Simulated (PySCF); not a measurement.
Species: C5H5N3O2.
SMILES: `COC(=O)c1ccnnn1`

Method: TDDFT CAM-B3LYP/def2-SVPD, vertical, gas phase, core orbitals frozen in the response in PySCF. Isolated species at its GFN2-xTB geometry (one conformer only). Torsions of this conformer, `[CH3:1][O:2][C:3](=[O:4])[c:5]1[cH:6][cH:7][n:8][n:9][n:10]1`: C1–O2–C3–O4 0°, O2–C3–C5–C6 180°.

Computed states:

```
state  E (eV)       f
   S1    3.35  0.0010
   S2    3.65  0.0039
   S3    4.05  0.0022
   S4    4.44  0.0010
   S5    5.03  0.0001
   S6    5.82   0.031
   S7    6.44   0.124
   S8    6.52   0.039
```

Each state is given a Gaussian of 0.5 eV full width at half maximum, with ε(max) = 2.175×10⁸ f / Δν̃ (Δν̃ the width in cm⁻¹). The width is an assumption, not a result. The curve ends short of the highest state used, and states not computed would add to its high-energy end.

(1) What does the envelope look like, and where are its maxima?

(2) Coming from long wavelengths, where does ε first pass 100 L mol⁻¹ cm⁻¹?

(3) Does any computed singlet lie in the visible range?

(4) On this curve, what absorbance would a 10⁻⁵ mol/L sample give at 248 nm over a 1 cm path?

Answers

(1) 
(λ (nm), ε (L mol⁻¹ cm⁻¹)): (209.3, 1852), (218.5, 1312), (227.8, 337), (237.0, 38), (246.2, 9), (255.4, 13), (264.7, 32), (273.9, 62), (283.1, 91), (292.4, 122), (301.6, 152), (310.8, 180), (320.1, 210), (329.3, 239), (338.5, 251), (347.7, 236), (357.0, 198), (366.2, 152), (375.4, 110), (384.7, 74), (393.9, 48), (403.1, 30), (412.3, 17), (421.6, 10), (430.8, 5), (440.0, 3), (449.3, 1), (458.5, 1), (467.7, 0), (477.0, 0)

Maxima: 338 nm (3.67 eV), ε about 250, made up of S2 (84%) (ε in L mol⁻¹ cm⁻¹; maxima over ε = 5, shares over 10%). At its high-energy end, 5.92 eV, the curve is still rising (ε about 1800, from S6 and S7).

(2) At about 377 nm (3.28 eV), 0.06 eV below S1.

(3) No computed singlet lies in the visible range (380 to 750 nm); the lowest, at 370 nm, stands 0.09 eV above its violet end (3.26 eV); a Tamm–Dancoff triplet lies at 481 nm, without intensity as long as spin–orbit coupling is left out.

(4) 248 nm is 4.999 eV, where ε is about 8.5 L mol⁻¹ cm⁻¹, so A = ε c l ≈ 8.5e-05 (Beer–Lambert, with the gas-phase spectrum and the assumed width).
